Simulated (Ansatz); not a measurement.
Mg₉S₉ (started as a model of: (MgS)9 cage of four- and six-membered rings). Charge 0, multiplicity 1. Geometry PBE-D4/def2-SVP, basis def2-TZVP, Ansatz.

```xyz
18

Mg    0.055   -1.334   -2.919
Mg   -0.440   -2.815   -0.309
Mg   -2.350    0.020   -1.641
Mg    0.835    2.118   -1.742
Mg    2.745   -0.718   -0.410
Mg    2.346    2.000    0.894
Mg    0.560   -0.720    2.717
Mg   -1.349    2.115    1.385
Mg   -2.401   -0.666    2.025
S     1.665   -2.518   -1.540
S    -2.017   -2.334   -2.077
S    -0.681    0.965   -3.177
S     3.133    1.469   -1.364
S     2.750   -0.135    1.977
S     0.404    3.348    0.340
S    -0.896   -2.571    2.018
S    -3.242    0.912    0.382
S    -1.116    0.865    3.441
```

```
run  HOMO (eV)  LUMO (eV)
  A      -6.30      -2.42
  B      -7.13      -2.09
  C      -6.05      -2.72
  D      -9.32      -0.50
```

Single mean-field runs in def2-TZVP are fitted with def2-universal-jkfit. Another isomer (singlet) lies 0.34 eV lower at PBE0-D4/def2-TZVP; other spin states weren't run for this one.

Question: The runs used PBE, PBE0, r2SCAN, ωB97X-V. Estimate which is which.

Answer: A r2SCAN (0 % exact exchange); B PBE0 (25 % exact exchange); C PBE (0 % exact exchange); D ωB97X-V (range-separated). Exact exchange lowers occupied and raises empty levels; among semilocal functionals meta-GGAs tend to open the gap a little, and such runs are hard to tell apart. The gap grows from 3.33 eV (PBE) to 8.82 eV (ωB97X-V).
